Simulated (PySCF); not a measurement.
Job file and geometry (Å, from GFN2-xTB) of an NMR shielding run on SMILES O=S1(=O)OCC[C@@H]1C(F)=C(F)F, C₅H₅F₃O₃S, PySCF 2.14.0, density-fitted response routines, GIAO PBE0/pcSseg-1 NMR shielding, non-relativistic, gas phase; density fitting, a coarse starting grid and PySCF grid level 2 are the driver's defaults:

```
$ OMP_NUM_THREADS=1 python probes_run.py task.json out

{"job": {"kind": "nmr", "xc": "PBE0", "basis": "pcSseg-1"}, "charge": 0, "multiplicity": 1}
O     -1.181072     2.141780    -0.881891
S     -0.671804     1.433472     0.246332
O      0.047105     2.144903     1.241019
O     -1.854323     0.576960     0.921440
C     -2.099203    -0.497996     0.042021
C     -0.745972    -1.171910    -0.236278
C      0.265046    -0.047129    -0.415457
C      1.508720    -0.192793     0.366596
F      1.367002    -0.694816     1.605564
C      2.718194     0.193746    -0.032181
F      3.834328     0.117131     0.664903
F      2.944519     0.679680    -1.246089
H     -2.800963    -1.170474     0.535366
H     -2.535528    -0.106289    -0.884139
H     -0.473312    -1.778626     0.629043
H     -0.805948    -1.814728    -1.113235
H      0.476213     0.199119    -1.452924
```

**Question.** Write the output of this run.

**Answer.** 
```
coarse grid: 16672 points
cycle   1  E = -1115.3966252404  dE =  3.042e+00  |g| = 1.379e+00  |ddm| = 4.260e+00
cycle   2  E = -1114.6806607600  dE =  7.160e-01  |g| = 2.441e+00  |ddm| = 3.058e+00
cycle   3  E = -1115.7170070177  dE = -1.036e+00  |g| = 2.388e-01  |ddm| = 2.206e+00
cycle   4  E = -1115.7254378417  dE = -8.431e-03  |g| = 1.345e-01  |ddm| = 2.969e-01
cycle   5  E = -1115.7288292500  dE = -3.391e-03  |g| = 2.815e-02  |ddm| = 1.103e-01
cycle   6  E = -1115.7289814472  dE = -1.522e-04  |g| = 9.009e-03  |ddm| = 3.088e-02
cycle   7  E = -1115.7289965959  dE = -1.515e-05  |g| = 2.210e-03  |ddm| = 8.417e-03
cycle   8  E = -1115.7289972964  dE = -7.006e-07  |g| = 8.850e-04  |ddm| = 2.167e-03
final grid: 163088 points
cycle   9  E = -1115.8531156697  dE = -4.781e-05  |g| = 1.295e-02  |ddm| = 3.742e-02
cycle  10  E = -1115.8530736656  dE =  4.200e-05  |g| = 1.973e-02  |ddm| = 2.628e-02
cycle  11  E = -1115.8531475585  dE = -7.389e-05  |g| = 2.008e-03  |ddm| = 1.666e-02
cycle  12  E = -1115.8531483209  dE = -7.623e-07  |g| = 4.296e-04  |ddm| = 1.994e-03
cycle  13  E = -1115.8531483516  dE = -3.068e-08  |g| = 2.141e-04  |ddm| = 4.994e-04
cycle  14  E = -1115.8531483602  dE = -8.613e-09  |g| = 5.198e-05  |ddm| = 2.027e-04
cycle  15  E = -1115.8531483606  dE = -4.484e-10  |g| = 1.822e-05  |ddm| = 4.861e-05
converged SCF energy = -1115.8531483606

GIAO shielding tensors (ppm)
atom      isotropic    diamagn.    paramagn.     s11        s22        s33       span
  0 O       95.379     399.789    -304.410     57.857     72.301    155.980     98.123
  1 S      159.743    1052.142    -892.399     40.988    141.451    296.788    255.800
  2 O      105.437     398.221    -292.784     76.720     85.528    154.063     77.343
  3 O      143.534     402.387    -258.853     17.492    151.489    261.621    244.129
  4 C      122.758     248.834    -126.076     93.127    110.759    164.388     71.262
  5 C      158.538     248.018     -89.480    133.263    166.022    176.329     43.066
  6 C      125.229     257.089    -131.860     98.576    113.520    163.590     65.014
  7 C       54.952     251.355    -196.403     12.626     62.903     89.327     76.701
  8 F      369.083     474.231    -105.148    309.234    375.482    422.532    113.298
  9 C       16.933     250.789    -233.856    -49.041     43.140     56.701    105.743
 10 F      266.145     468.220    -202.075    229.824    279.705    288.907     59.084
 11 F      288.535     475.360    -186.825    257.021    289.352    319.234     62.213
 12 H       27.297      28.197      -0.900     23.163     25.305     33.423     10.260
 13 H       27.556      29.824      -2.268     23.230     25.739     33.700     10.470
 14 H       28.927      30.620      -1.694     23.392     29.021     34.367     10.975
 15 H       29.448      30.209      -0.761     24.758     26.718     36.868     12.110
 16 H       27.910      33.826      -5.916     24.904     27.053     31.772      6.868
```

**Question.** Turn these shieldings into chemical shifts. δ = σ(ref) − σ, references computed at the same level: H2O for ¹⁷O (336.08 ppm); CS2 for ³³S (503.73 ppm); ¹³C (186.93 ppm), ¹H (31.72 ppm) against TMS; ¹⁹F (170.95 ppm) vs CFCl3.

**Answer.** Averaging equivalent atoms: O 0: 240.7; O 2: 230.6; O 3: 192.5; S 1: 344; C 9: 170.0; C 7: 132.0; C 4: 64.2; C 6: 61.7; C 5: 28.4; F 10: -95.2; F 11: -117.6; F 8: -198.1; H 12: 4.42; H 13: 4.16; H 16: 3.81; H 14: 2.79; H 15: 2.27 ppm. Unscaled 19F shifts against computed CFCl3 carry errors that often reach 10 to 50 ppm. Experimental scales use liquid or dissolved standards, which lie at an offset from isolated H2O (liquid H2O: subtract about 36 ppm).

Size and cost of the density-fitted run: 236 basis functions, 98 s wall time on 1 thread of an Arm Neoverse N1, shared host.
